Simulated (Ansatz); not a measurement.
Consider the redistribution: `O[SiH](O)N[SiH2]F` + `FBN[SiH3]` → `O[Si](O)(F)N[SiH2]F` + `BN[SiH3]`.

Computed with Ansatz on PBE0-D4/def2-TZVP structures; ΔE is electronic, products minus reactants. CCSD(T)/CBS is the MP2 limit (def2-TZVPP, def2-QZVPP) plus CCSD(T) − MP2 in def2-TZVPP, frozen cores. DFT in def2-TZVPP. B3LYP here is the variant with VWN-RPA as its local correlation; programs differ in this. Each species was taken in one conformer, which may not be the lowest.

**Question.** Is it downhill or uphill in electronic energy at CCSD(T)/CBS, and by how much? (An estimate is asked.)

**Answer.** Ansatz gave: Downhill: ΔE = -0.28 eV.

**Question.** What do these levels give: PBE-D4, r2SCAN-D4, ωB97M-V, r2SCAN, PBE0, B3LYP, MP2/def2-TZVPP, SCS-MP2/def2-TZVPP, CCSD(T)/def2-TZVPP, SCS-MP2/def2-QZVPP, HF/CBS(def2), MP2/CBS(def2)? (Best estimate.)

**Answer.** Computed: PBE-D4 -0.16, r2SCAN-D4 -0.23, ωB97M-V -0.24, r2SCAN -0.23, PBE0 -0.21, B3LYP -0.22, MP2/def2-TZVPP -0.26, SCS-MP2/def2-TZVPP -0.27, CCSD(T)/def2-TZVPP -0.26, SCS-MP2/def2-QZVPP -0.28, HF/CBS(def2) -0.32, MP2/CBS(def2) -0.28 eV.

Largest T1 diagnostic among the species: 0.012.

From PBE to PBE0 (25 % exact exchange), in def2-TZVPP and without D4, ΔE moves by −0.05 eV. In def2-TZVPP, CCSD(T) changes the Hartree–Fock value by +0.04 eV (the triples alone add +0.01 eV) and MP2 by +0.04 eV.
